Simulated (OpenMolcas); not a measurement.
# Mn4+ in a point-charge field

Mn4+ among 4 point charges of -1 e arranged as a tetrahedron (Td), 2 Å from the ion.

| Item | Value |
| --- | --- |
| Program | OpenMolcas 26.06 |
| Method | SS-CASPT2, IPEA 0.25 Eh, imaginary shift 0.1 Eh (closed shells correlated: 3s 3p) |
| Basis | ANO-RCC-VTZP [6s5p3d2f1g] |
| Scalar Hamiltonian | DKH2, point nucleus |
| Active space | 3 electrons in 5 orbitals (3d) |
| State averaging | 2S+1 = 4 even, 10 roots; 2S+1 = 2 even, 40 roots |
| Spin-orbit coupling | state interaction with AMFI integrals over the reference wave functions |

The lowest spin-free states (labels of Td), above the lowest:

```tsv
State	Degeneracy	E (cm-1)	Free-ion L (%)
4T1	3	0	F (100)
4T2	3	83	F (100)
4A2	1	1290	F (100)
4T1	3	16550	P (100)
2T2	3	17360	G (100)
2E	2	17490	G (99)
2T1	3	17560	G (100)
2A1	1	17570	G (100)
2T1	3	23280	P (61)
2E	2	24130	D (99)
2T2	3	24250	D (98)
2T1	3	24480	H (98)
2E	2	24510	H (99)
2T1	3	24620	H (62)
2T2	3	24640	H (99)
2T1	3	40480	F (100)
2A2	1	40620	F (100)
2T2	3	40630	F (100)
2T2	3	64010	D (100)
2E	2	64170	D (100)
```

The lowest levels with spin-orbit coupling:

```tsv
E (cm-1)	Degeneracy	Label	2S+1	g
0	4	Γ8	4	
300	2	Γ7	4	1.87 1.87 1.87
460	4	Γ8	4	
840	2	Γ7	4	3.87 3.87 3.87
850	2	Γ6	4	2.76 2.76 2.76
1030	4	Γ8	4	
1420	2	Γ6	4	4.76 4.76 4.76
1450	4	Γ8	4	
2270	4	Γ8	4	
16940	2	Γ6	4	2.66 2.66 2.66
17090	4	Γ8	4	
17530	2	Γ7	4	2.67 2.67 2.67
17530	4	Γ8	4	
17830	2	Γ7	2	2.66 2.66 2.66
17950	4	Γ8	2	
18040	2	Γ6	2	2.12 2.12 2.12
18440	4	Γ8	2	
18510	4	Γ8	2	
18520	2	Γ6	2	4.11 4.11 4.11
23730	4	Γ8	2
```

Powder χT (cm3 K/mol): 0.0868 at 2 K, 0.0966 at 10 K, 0.146 at 50 K, 0.214 at 100 K, 0.411 at 200 K, 0.646 at 300 K. The effective moment at 300 K is 2.828 √(χT) = 2.27 μB.

The lowest level has 2S+1 = 4, for which the spin-only value is χT = S(S+1) / 2 = 1.875 cm3 K/mol (g = 2). The computed 0.646 at 300 K differs by -1.229, through orbital momentum, spin-orbit coupling and any other state in reach. With a threefold ground state the orbital momentum is unquenched, so the spin-only value is not expected to hold.

Roots that are degenerate in the reference are averaged as groups; the widest CASPT2 spread within a group is 630 cm-1 (the 3-fold group of multiplicity 4 near 82.7 cm-1 above the lowest state of its run). Shifts and gaps below about the spread of the groups concerned are not significant. Spin-orbit coupling mixes the spin-free states strongly: the lowest level takes only 62 % from its leading state, 4T1. The ground term spreads over less than 5000 cm-1, several times less than with real ligands, so orbital moments are less quenched and χT lies further from the spin-only value than at real sites. Free-ion shares, where given, are those of the reference states; single-state CASPT2 does not remix them. Point charges carry no covalency, so the field is a model and not that of real ligands. No measured value stands beside these numbers.

The CASPT2 steps took 11 s on 1 thread of Arm Neoverse V2 (shared host); the integral step is not counted.
